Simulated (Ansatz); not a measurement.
Ansatz (a program for electronic structure) input (PBE/6-31G*):

Ansatz 0.2 input:
```yaml
crystal:
  periodic: [false, false, false]
  atoms:
    - {symbol: Ga, position_ang: [-0.00000000, -0.00000000, -0.05281953]}
    - {symbol: H, position_ang: [0.00000000, 0.00000000, 1.63740538]}
basis:
  gaussian:
    orbitals: 6-31G*
hamiltonian:
  xc: {name: PBE}
total_charge: 1
magnetization: {spin_polarized: true, initial_magnetization: 1}
output: {forces: true}
```

From the last part of the output:

```
WARN ansatz: RAYON_NUM_THREADS=1 ignored (pool sized by the plan → 1); use --threads N
Functional definition: PBE
integrals: 0.01 GiB planned
436 factors; their error is unknown
mean field: 0.10 GiB planned
mean field evaluation 1: about -52368.4807 eV, gradient 1.1e1 eV
mean field evaluation 2: about -52368.0534 eV, gradient 1.4e1 eV
mean field evaluation 4: about -52369.4628 eV, gradient 8.7e-1 eV
mean field evaluation 8: about -52369.4640 eV, gradient 2.5e-2 eV
mean field -52369.46400891 eV, -1924.5423050299 hartree, gradient 9.7e-6 eV, S^2 0.756719; 0 other end points of the search recorded, 0 dependent functions left out
the calculation of the forces begins
reference -52369.46403593 eV, -1924.5423060229 hartree; 16, 15 occupied and 21, 22 virtual orbitals, 436 factors
Total energy: -52369.46403593 eV, -1924.5423060229 hartree
Atom 0 at    -0.000000    -0.000000    -0.052820 Å, force    -0.000000     0.000000    -0.185094 eV/Å
Atom 1 at     0.000000     0.000000     1.637405 Å, force    -0.000000    -0.000000     0.185094 eV/Å
Dipole moment:     0.000000     0.000000     0.084574 e Å
```

The dipole moment of an ion depends on the origin.
